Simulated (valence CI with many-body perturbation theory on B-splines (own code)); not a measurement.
## Energy levels of Au XXIX

Level of theory: valence CI with perturbative core correlation (CI+MBPT): five valence electrons over a frozen Dirac-Fock core [Kr] 4d10, radial functions for each j: 7 s, 7 p, 7 d, 7 f, 4 g, 2 h, with the one-electron correlation potential Σ1 (screened to all orders), the two-electron term Σ2, the three-electron term Σ3, Breit, model QED; selected single and double excitations, second order for the rest, scaled by the run's own slope (own B-spline code, finite nucleus).

The last digits are not significant, and no measured levels were compared; by estimate large intervals hold to a few tenths of a per cent, small ones and those within an open d or f shell to about a per cent. Among the levels kept, up to 980 cm⁻¹ of a level comes from second order outside the variational space, and about a tenth of that is noise between levels of different J, which matters for small intervals. Only levels of the ground parity were solved; by the run's estimate the other parity begins above the list, which can be wrong where configurations are misplaced.

Levels 1 to 45 of 193, with energies above the lowest level, (4f5/2^5) J=5/2. "Leading %" is the weight of the configuration and term that name the level; weights of strongly mixed levels are sums over their largest components and can fall short. In the jj column 3d3/2^4 stands for four electrons in 3d with j = 3/2. Lifetimes count E1, E2, E3, M1 and M2 decay at the calculated energies, and are blank where another channel may lead or the interval is too uncertain; long ones can be off by a factor of two.

```
No.  Configuration  Term     J  E (cm⁻¹)  Leading %  Second component  Lifetime       g              Leading jj
  1            4f5   6H°   5/2       0.0         53      31 % 4f5 4G°             0.488          4f5/2^5 (65 %)
  2            4f5   6H°   7/2     19877         73      20 % 4f5 4G°   2.01 ms   0.879    4f5/2^4 4f7/2 (75 %)
  3            4f5   6F°   5/2     32834         34      18 % 4f5 6H°   1.69 ms   1.057    4f5/2^4 4f7/2 (58 %)
  4            4f5   6F°   3/2     34952         59      22 % 4f5 4F°   4.11 ms   0.933    4f5/2^4 4f7/2 (80 %)
  5            4f5   6H°   9/2     35348         80       9 % 4f5 4G°   3.24 ms   1.060  4f5/2^3 4f7/2^2 (56 %)
  6            4f5   6F°   1/2     37867         75      20 % 4f5 4D°    360 ms  -0.470    4f5/2^4 4f7/2 (61 %)
  7            4f5   6H°  11/2     46640         71      14 % 4f5 4I°   8.98 ms   1.146  4f5/2^3 4f7/2^2 (45 %)
  8            4f5   6F°   7/2     49565         58      19 % 4f5 4F°   2.57 ms   1.285  4f5/2^3 4f7/2^2 (49 %)
  9            4f5   6H°  13/2     54512         53      25 % 4f5 4I°   37.3 ms   1.172    4f5/2^4 4f7/2 (39 %)
 10            4f5   4I°  15/2     54747         23      20 % 4f5 6H°             1.087    4f5/2^4 4f7/2 (78 %)
 11            4f5   6F°   9/2     63073         63      12 % 4f5 4F°   7.12 ms   1.336  4f5/2^3 4f7/2^2 (41 %)
 12            4f5   6F°   5/2     68029         45      18 % 4f5 2F°    359 μs   1.000  4f5/2^3 4f7/2^2 (69 %)
 13            4f5   4M°  15/2     73623         36      36 % 4f5 6H°   2.35 ms   1.067  4f5/2^3 4f7/2^2 (67 %)
 14            4f5   6F°  11/2     74650         52      25 % 4f5 4G°   6.22 ms   1.309  4f5/2^3 4f7/2^2 (34 %)
 15            4f5   4F°   3/2     77159         67      25 % 4f5 6F°    502 μs   0.608  4f5/2^3 4f7/2^2 (77 %)
 16            4f5   4I°   9/2     78946         56      20 % 4f5 2H°    520 μs   0.863  4f5/2^3 4f7/2^2 (58 %)
 17            4f5   4L°  13/2     79980         45      24 % 4f5 6H°   1.34 ms   0.964  4f5/2^3 4f7/2^2 (42 %)
 18            4f5   4K°  11/2     80778         45      15 % 4f5 4I°    855 μs   0.973  4f5/2^3 4f7/2^2 (46 %)
 19            4f5   4P°   5/2     82685         31      22 % 4f5 6P°    567 μs   1.335  4f5/2^3 4f7/2^2 (56 %)
 20            4f5   4G°   7/2     88153         41      19 % 4f5 6F°    516 μs   1.038  4f5/2^3 4f7/2^2 (61 %)
 21            4f5   4M°  17/2     90183         62      18 % 4f5 4L°   1.57 ms   1.009  4f5/2^3 4f7/2^2 (96 %)
 22            4f5   2P°   1/2     91828         66      16 % 4f5 6F°    511 μs   0.409  4f5/2^3 4f7/2^2 (57 %)
 23            4f5   6P°   3/2     95837         48      36 % 4f5 4P°   1.96 ms   1.938  4f5/2^3 4f7/2^2 (68 %)
 24            4f5   4G°   9/2    101320         45      31 % 4f5 4H°   1.45 ms   1.065  4f5/2^3 4f7/2^2 (82 %)
 25            4f5   4L°  15/2    101590         49      28 % 4f5 4K°   1.77 ms   1.001  4f5/2^3 4f7/2^2 (79 %)
 26            4f5   2G°   7/2    103080         36      31 % 4f5 4H°    547 μs   0.864  4f5/2^3 4f7/2^2 (47 %)
 27            4f5   4M°  19/2    103270         56      19 % 4f5 2N°   16.2 ms   1.056  4f5/2^3 4f7/2^2 (75 %)
 28            4f5   4I°   9/2    105970         27      20 % 4f5 2G°    576 μs   1.035    4f5/2^4 4f7/2 (42 %)
 29            4f5   4H°  11/2    106730         34      20 % 4f5 4I°   1.77 ms   1.100  4f5/2^3 4f7/2^2 (61 %)
 30            4f5   4F°   5/2    106980         48      30 % 4f5 4G°    416 μs   0.874  4f5/2^3 4f7/2^2 (48 %)
 31            4f5   4M°  21/2    108510         48      38 % 4f5 2N°    424 ms   1.078  4f5/2^3 4f7/2^2 (80 %)
 32            4f5   4K°  13/2    108700         53      20 % 4f5 2K°   1.35 ms   0.951  4f5/2^3 4f7/2^2 (74 %)
 33            4f5   2K°  15/2    111080         27      26 % 4f5 6H°    448 μs   1.083  4f5/2^2 4f7/2^3 (44 %)
 34            4f5   2M°  17/2    111580         35      35 % 4f5 4L°   29.9 ms   1.021  4f5/2^3 4f7/2^2 (87 %)
 35            4f5   4D°   7/2    114290         41      32 % 4f5 6P°    774 μs   1.434  4f5/2^3 4f7/2^2 (58 %)
 36            4f5   4I°  13/2    115090         42      23 % 4f5 2K°   1.07 ms   1.083  4f5/2^3 4f7/2^2 (75 %)
 37            4f5   6P°   5/2    116140         29      21 % 4f5 2D°    574 μs   1.371  4f5/2^3 4f7/2^2 (49 %)
 38            4f5   4I°  11/2    116920         52      25 % 4f5 4K°    347 μs   0.956  4f5/2^2 4f7/2^3 (66 %)
 39            4f5   4L°  13/2    118980         19      18 % 4f5 4I°    421 μs   1.058  4f5/2^3 4f7/2^2 (47 %)
 40            4f5   4D°   3/2    120670         35      17 % 4f5 4P°    511 μs   1.288  4f5/2^2 4f7/2^3 (38 %)
 41            4f5   4G°   9/2    122450         22      21 % 4f5 4F°    542 μs   1.067  4f5/2^3 4f7/2^2 (44 %)
 42            4f5   4G°   7/2    124400         57      16 % 4f5 4H°    326 μs   0.993  4f5/2^3 4f7/2^2 (53 %)
 43            4f5   2I°  11/2    126160         24      21 % 4f5 2H°    585 μs   1.070  4f5/2^3 4f7/2^2 (41 %)
 44            4f5   4G°   5/2    126810         53      20 % 4f5 2F°    519 μs   0.830  4f5/2^3 4f7/2^2 (40 %)
 45            4f5   4F°   7/2    127180         42      18 % 4f5 2G°    462 μs   1.096  4f5/2^2 4f7/2^3 (49 %)
```

Where two levels of one J and parity lie close, their mixing, g and order are uncertain.

The ionisation energy to 4f4 5I_4 of the next ion comes out as 968.58 eV (NIST: 990 ± 50 eV (theoretical)). All 193 levels together are meant to be complete up to 364860 cm⁻¹.
